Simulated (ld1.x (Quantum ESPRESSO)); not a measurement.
# An all-electron radial function and its pseudo partner (Ti)

Columns: radius, all-electron u(r) and pseudo u(r) of the 3p shell (level -39.47 eV) of titanium in the configuration [Ne] 3s2 3p6 3d2 4s1.5 4p0.5; LDA (PZ), scalar-relativistic, TM semilocal scheme, ld1.x (Quantum ESPRESSO) 7.5.

```tsv
r (bohr)	all-electron	pseudo
0.075	0.2961	-0.0194
0.150	0.5197	-0.0759
0.225	0.4753	-0.1650
0.300	0.2594	-0.2794
0.375	-0.0234	-0.4099
0.450	-0.3047	-0.5461
0.525	-0.5486	-0.6775
0.600	-0.7407	-0.7947
0.675	-0.8792	-0.8906
0.750	-0.9685	-0.9605
0.825	-1.0161	-1.0028
0.900	-1.0303	-1.0186
0.975	-1.0189	-1.0109
1.050	-0.9887	-0.9843
1.125	-0.9455	-0.9435
1.200	-0.8937	-0.8930
1.275	-0.8368	-0.8367
1.350	-0.7777	-0.7777
1.425	-0.7181	-0.7181
1.500	-0.6597	-0.6597
1.575	-0.6033	-0.6033
1.650	-0.5496	-0.5496
1.725	-0.4991	-0.4991
1.800	-0.4520	-0.4520
1.875	-0.4083	-0.4083
1.950	-0.3681	-0.3681
```

Q: How many radial nodes do the two functions have?

A: The all-electron 3p function has n − l − 1 = 1; the pseudo-wave has 0, since the states of the same l below it are removed with the core.

Q: At about which radius was the pseudo-wave matched?

A: 1.50 bohr. The columns agree to 0.0005 from 1.27 bohr on; several derivatives are matched, so the curves merge somewhat inside the radius.

Q: Where does each function peak?

A: Outermost all-electron maximum near 0.90 bohr, pseudo maximum near 0.90 bohr (to the table’s step).

Q: Is the pseudo-wave norm-conserving?

A: Yes: the TM semilocal scheme keeps the norm inside the radius equal to the all-electron one, which fixes the energy derivative of the logarithmic derivative at the level.
